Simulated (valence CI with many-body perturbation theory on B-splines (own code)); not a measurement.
**Tl XLVIII: E2, M1, M2 decay**

Computed by relativistic CI+MBPT: six valence electrons over a frozen Dirac-Fock core [Ar] 3d10, a basis of 9 s, 9 p, 8 d, 6 f, 3 g, 1 h functions for each j, with the one-electron correlation potential Σ1, the two-electron term Σ2, the three-electron term Σ3, Breit, model QED; selected CI, second order for the rest, scaled by the run's own slope (own B-spline code, finite nucleus).

No measured spectrum was set against this ion. As an estimate, large intervals hold to a few tenths of a per cent, small ones and those within an open d or f shell to about a per cent. Among the levels kept, up to 650 cm⁻¹ of a level comes from second order outside the variational space, and about a tenth of that is noise between levels of different J, which matters for small intervals.

Lines 1 to 29 of 29 in falling wavelength, among levels below 398.11 eV, chosen from the decays that carry over 1 % of a level's rate. Wavelengths and rates use the calculated energies. Electric multipoles are in the length gauge with retardation, E1 and E2 with the static RPA response of the core. M1 uses the relativistic operator with retardation. Weak lines are less certain than strong ones. Lines between different terms over intervals too small for the method are left out, as are lines whose strength nearly cancels.

Levels are named by their leading jj configuration (3d3/2^4 stands for four electrons in 3d with j = 3/2), which in mixed levels can hold well under half, so a name can repeat and another be missing. Letters in brackets count levels of one name in rising energy.

| λ vac (Å) | Upper | Lower | Type | A (s⁻¹) | Branch % |
| --- | --- | --- | --- | --- | --- |
| 1224 | (4s^2 4p1/2^2 4p3/2^2) J=0 | (4s^2 4p1/2^2 4p3/2^2) J=2 | E2 | 6.94e+00 | 100.0 |
| 417.1 | (4s^2 4p1/2^2 4p3/2 4d5/2) J=4 | (4s^2 4p1/2^2 4p3/2 4d3/2) J=3 | M1 | 1.64e+05 | 92.1 |
| 385.2 | (4s^2 4p1/2 4p3/2^2 4d5/2) J=5 | (4s^2 4p1/2 4p3/2^2 4d3/2) J=4 | M1 | 1.90e+05 | 2.8 |
| 354.3 | (4s^2 4p1/2 4p3/2^2 4d5/2) J=4 [b] | (4s^2 4p1/2 4p3/2^2 4d3/2) J=3 [a] | M1 | 1.29e+05 | 1.8 |
| 118.2 | (4s^2 4p1/2 4p3/2^2 4d3/2) J=4 | (4s^2 4p1/2^2 4p3/2 4d5/2) J=3 | M1 | 8.57e+04 | 1.3 |
| 96.40 | (4s^2 4p1/2 4p3/2^2 4d5/2) J=4 [a] | (4s^2 4p1/2^2 4p3/2 4d5/2) J=3 | M1 | 8.25e+06 | 28.1 |
| 91.71 | (4s^2 4p1/2 4p3/2^2 4d5/2) J=4 [b] | (4s^2 4p1/2^2 4p3/2 4d5/2) J=3 | M1 | 2.19e+06 | 30.2 |
| 91.71 | (4s^2 4p1/2 4p3/2^2 4d5/2) J=4 [b] | (4s^2 4p1/2^2 4p3/2 4d5/2) J=3 | E2 | 7.24e+04 | 1.0 |
| 90.46 | (4s^2 4p1/2 4p3/2^2 4d5/2) J=5 | (4s^2 4p1/2^2 4p3/2 4d5/2) J=3 | E2 | 3.23e+05 | 4.7 |
| 88.02 | (4s^2 4p1/2 4p3/2^3) J=1 | (4s^2 4p1/2^2 4p3/2^2) J=0 | M1 | 9.26e+06 | 24.7 |
| 85.85 | (4s^2 4p1/2 4p3/2^2 4d5/2) J=4 [a] | (4s^2 4p1/2^2 4p3/2 4d5/2) J=4 | M1 | 2.03e+07 | 69.2 |
| 84.98 | (4s^2 4p1/2 4p3/2^3) J=2 | (4s^2 4p1/2^2 4p3/2^2) J=0 | E2 | 3.79e+05 | 2.0 |
| 83.77 | (4s^2 4p1/2 4p3/2^2 4d5/2) J=4 [b] | (4s^2 4p1/2^2 4p3/2 4d5/2) J=2 | E2 | 6.07e+05 | 8.4 |
| 82.44 | (4s^2 4p1/2 4p3/2^2 4d3/2) J=4 | (4s^2 4p1/2^2 4p3/2 4d3/2) J=3 | M1 | 4.93e+06 | 74.8 |
| 82.44 | (4s^2 4p1/2 4p3/2^2 4d3/2) J=4 | (4s^2 4p1/2^2 4p3/2 4d3/2) J=3 | E2 | 1.04e+06 | 15.8 |
| 82.12 | (4s^2 4p1/2 4p3/2^3) J=1 | (4s^2 4p1/2^2 4p3/2^2) J=2 | M1 | 2.71e+07 | 72.2 |
| 82.12 | (4s^2 4p1/2 4p3/2^3) J=1 | (4s^2 4p1/2^2 4p3/2^2) J=2 | E2 | 1.15e+06 | 3.1 |
| 82.11 | (4s^2 4p1/2 4p3/2^2 4d5/2) J=4 [b] | (4s^2 4p1/2^2 4p3/2 4d5/2) J=4 | M1 | 3.39e+06 | 46.8 |
| 82.11 | (4s^2 4p1/2 4p3/2^2 4d5/2) J=4 [b] | (4s^2 4p1/2^2 4p3/2 4d5/2) J=4 | E2 | 6.91e+05 | 9.6 |
| 81.11 | (4s^2 4p1/2 4p3/2^2 4d5/2) J=5 | (4s^2 4p1/2^2 4p3/2 4d5/2) J=4 | M1 | 5.27e+06 | 77.2 |
| 81.11 | (4s^2 4p1/2 4p3/2^2 4d5/2) J=5 | (4s^2 4p1/2^2 4p3/2 4d5/2) J=4 | E2 | 1.01e+06 | 14.8 |
| 80.03 | (4s^2 4p1/2 4p3/2^2 4d3/2) J=4 | (4s^2 4p1/2^2 4p3/2 4d3/2) J=2 | E2 | 4.88e+05 | 7.4 |
| 80.00 | (4s^2 4p3/2^4) J=0 | (4s^2 4p1/2 4p3/2^3) J=2 | E2 | 5.33e+06 | 5.6 |
| 79.47 | (4s^2 4p1/2 4p3/2^3) J=2 | (4s^2 4p1/2^2 4p3/2^2) J=2 | M1 | 1.68e+07 | 88.6 |
| 79.47 | (4s^2 4p1/2 4p3/2^3) J=2 | (4s^2 4p1/2^2 4p3/2^2) J=2 | E2 | 1.78e+06 | 9.4 |
| 77.48 | (4s^2 4p3/2^4) J=0 | (4s^2 4p1/2 4p3/2^3) J=1 | M1 | 7.16e+07 | 75.2 |
| 74.89 | (4s^2 4p1/2 4p3/2^2 4d5/2) J=3 [b] | (4s^2 4p1/2^2 4p3/2 4d5/2) J=4 | M1 | 1.53e+07 | 1.1 |
| 71.20 | (4s^2 4p1/2 4p3/2^2 4d5/2) J=4 [a] | (4s^2 4p1/2^2 4p3/2 4d3/2) J=3 | M1 | 3.15e+05 | 1.1 |
| 58.24 | (4s^2 4p1/2^2 4p3/2 4d5/2) J=4 | (4s^2 4p1/2^2 4p3/2^2) J=2 | M2 | 1.39e+04 | 7.8 |
